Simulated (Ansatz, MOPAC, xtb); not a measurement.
**GeH3F (SMILES [F][GeH3]): the zero-point energy at each level's own minimum, rung by rung**

GeH3F, singlet, SMILES `[F][GeH3]`. Each level relaxes the structure for itself.

Quantity: the zero-point energy at each level's own minimum, in kJ/mol. The values are calculated.

```
                          level            kind  program  value (kJ/mol)
                            AM1  semi-empirical    MOPAC            58.3
                         PM6-D3  semi-empirical    MOPAC            66.9
                        PM6-DH2  semi-empirical    MOPAC            66.8
                       GFN2-xTB  semi-empirical      xtb            60.0
                      HF/STO-3G    Hartree–Fock   Ansatz            77.7
                       HF/3-21G    Hartree–Fock   Ansatz            70.1
HF/6-31G* (Cartesian functions)    Hartree–Fock   Ansatz            70.6
                SVWN5/def2-TZVP             LDA   Ansatz            64.5
                       PBE/pc-0             GGA   Ansatz            58.8
                       PBE/pc-1             GGA   Ansatz            63.9
```

All-electron rows without a relativistic Hamiltonian named are non-relativistic. Harmonic and unscaled. The values span 58.3 to 77.7 kJ/mol. Without the sets that lack polarisation functions the rows with a basis span only 63.9 to 70.6 kJ/mol.
